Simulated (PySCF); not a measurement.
**Correlation energy of Ni⁺ (nickel, charge +1)**

[Ar] 3d8 4p1, one real determinant (an excited configuration). Computed with PySCF 2.14 in dyall-av2z (16s12p7d2f, 101 functions), with no relativity, point nucleus. Frozen: [Ar]; 9 electrons correlated; the 33 highest virtual orbitals of each spin left out.

```tsv
level	correlation energy (mhartree)
CCSD	-232.08
(T)	-5.77
CCSD(T)	-237.85
```

Diagnostics: T1 = 0.013, D1 = 0.0398, largest double amplitude 0.026.

The real determinant used has ⟨L²⟩ near 14 against 20 for a pure G term, so it mixes terms.

Cost of the coupled-cluster step: roughly 14 core-seconds, for 9 correlated electrons.

The reference is one real determinant that mixes LS terms of this configuration.
